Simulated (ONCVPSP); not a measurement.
Transferability test, ONCV potential for Sr

* Element: Sr
* Generator: ONCVPSP 4.0.1
* Type: optimised norm-conserving Vanderbilt (ONCV)
* Functional: PBE
* Relativity: scalar-relativistic
* Frozen core: [Ar] 3d10
* Valence charge: 10
* Reference configuration: 4s2 4p6 (charge +2)
* Partial waves: 4s: rc 1.40 bohr, ncon 4, nbas 7, qcut 4.4 1/bohr, 2 projectors, debl 2.2 Ha; 4p: rc 1.85 bohr, ncon 3, nbas 6, qcut 7.9 1/bohr, 2 projectors, debl 0.5 Ha; d scattering state at 0.03 Ha: rc 1.50 bohr, ncon 4, nbas 9, qcut 7 1/bohr, 2 projectors, debl 1.7 Ha
* Local potential: polynomial inside 1.30 bohr (lpopt 5, dvloc0 0 Ha)
* Core correction: Teter function, fcfact 5.75, rcfact 1.15

In the p channel the program set the typed energies aside and used -1.342, 0.250 Ha. In the d channel the program set the typed energies aside and used 0.050, 1.750 Ha.

Energies are relative to the spin-unpolarised reference configuration 4s2 4p6; without spin polarisation the order of configurations can differ from experiment.

| valence configuration | charge | ΔE all-electron (eV) | error AE − PS (meV) |
| --- | --- | --- | --- |
| 4s2 4p6 5s2 | 0 | -16.891 | +1.1 |
| 4s2 4p6 5s1 | +1 | -11.006 | +0.8 |
| 4s2 4p6 5p1 | +1 | -8.069 | +0.8 |

Problem. What are ΔE and the potential's error for 4s2 4p6 5s1.5?

Solution. ΔE = -14.552 eV all-electron; the error (AE − PS) is +1.0 meV.
